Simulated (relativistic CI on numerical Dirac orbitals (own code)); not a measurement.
## What each ingredient does to the levels of In²²⁺

Base calculation: Dirac-Coulomb-Breit CI, KLI orbitals optimised for each configuration, model QED, unscaled Slater integrals.

Configuration list (outside the closed core [Ne]): 3s²3p⁶3d⁹, 3s²3p⁵3d¹⁰, 3s3p⁶3d¹⁰, 3s²3p⁶3d⁸4s, 3s²3p⁶3d⁸4p, 3s²3p⁶3d⁸4d, 3s²3p⁶3d⁸4f, 3s²3p⁴3d¹⁰4s, 3s²3p⁵3d⁹4s, 3s²3p⁶3d⁷4s², 3s²3p⁴3d¹⁰4p, 3s²3p⁶3d⁷4s4p, 3s²3p⁵3d⁹4p, 3s²3p⁶3d⁸5s, 3s²3p⁶3d⁷4p², 3s²3p⁴3d¹⁰4d, 3s²3p⁶3d⁸5p, 3s3p⁵3d¹⁰4s, 3s²3p⁶3d⁷4s4d, 3s²3p⁵3d⁹4d, 3s²3p⁶3d⁸5d, 3s3p⁵3d¹⁰4p, 3s3p⁶3d⁹4s, 3s²3p⁶3d⁷4p4d, 3s²3p⁶3d⁸5f, 3s²3p⁵3d⁸4s², 3s²3p⁶3d⁸5g, 3s3p⁶3d⁹4p, 3s3p⁵3d¹⁰4d, 3s²3p⁶3d⁷4d², 3s²3p⁵3d⁹4f, 3p⁶3d¹⁰4s, 3s²3p⁵3d⁸4s4p, 3s²3p⁶3d⁸6s, 3s²3p⁶3d⁸6p, 3p⁶3d¹⁰4p. Levels of other configurations are missing.

The lowest level and the first level of each name with at least 55 % of one term (blank where a level has no safe partner in the second run):

```csv
Level,Base (eV),Shift (eV)
3s²3p⁶3d⁹ ²D5/2,0.000,0.000
3s²3p⁶3d⁹ ²D3/2,8.015,-0.005
3s²3p⁵3d¹⁰ ²P°3/2,218.334,+0.077
3s²3p⁵3d¹⁰ ²P°1/2,258.276,+0.101
3s3p⁶3d¹⁰ ²S1/2,379.621,+0.157
3s²3p⁶3d⁸4s ⁴F9/2,435.665,+0.465
3s²3p⁶3d⁸4s ²F7/2,437.289,+0.307
3s²3p⁶3d⁸4s ⁴F7/2,443.737,+0.398
3s²3p⁶3d⁸4s ⁴F5/2,443.956,+0.377
3s²3p⁶3d⁸4s ⁴P1/2,448.947,-0.487
3s²3p⁶3d⁸4s ⁴P3/2,451.189,-0.249
3s²3p⁶3d⁸4s ²P1/2,452.676,-0.480
3s²3p⁶3d⁸4s ²G9/2,453.178,-0.585
3s²3p⁶3d⁸4s ²G7/2,453.272,-0.582
3s²3p⁶3d⁸4s ²S1/2,470.235,-1.500
3s²3p⁶3d⁸4p ⁴D°7/2,478.960,+0.564
3s²3p⁶3d⁸4p ⁴G°7/2,487.120,+0.476
3s²3p⁶3d⁸4p ⁴G°11/2,490.590,+0.482
3s²3p⁶3d⁸4p ⁴F°9/2,492.048,+0.341
3s²3p⁶3d⁸4p ²F°7/2,492.335,+0.309
3s²3p⁶3d⁸4p ⁴P°1/2,493.285,+0.011
3s²3p⁶3d⁸4p ²D°5/2,493.768,+0.066
```

At this charge energies of transitions that change n are usually good to better than 1 %, and those within a shell (Δn = 0) to a few per cent.

Problem. One thing was changed in a second run, which moved the levels as shown. Which?
A. Breit term removed
B. valence Slater integrals scaled by 0.9
C. one mean potential for all configurations
D. configuration mixing switched off
E. QED terms removed

Solution. B. Valence Slater integrals scaled by 0.9. Scaling acts on the splittings between terms and on the mixing, and leaves the fine structure of pure LS terms nearly alone; in jj coupling it moves the levels of one term differently.

LS names give the leading component of a level, which can be under half, so a name can repeat, a term be missing and a line seem to break the LS rules.
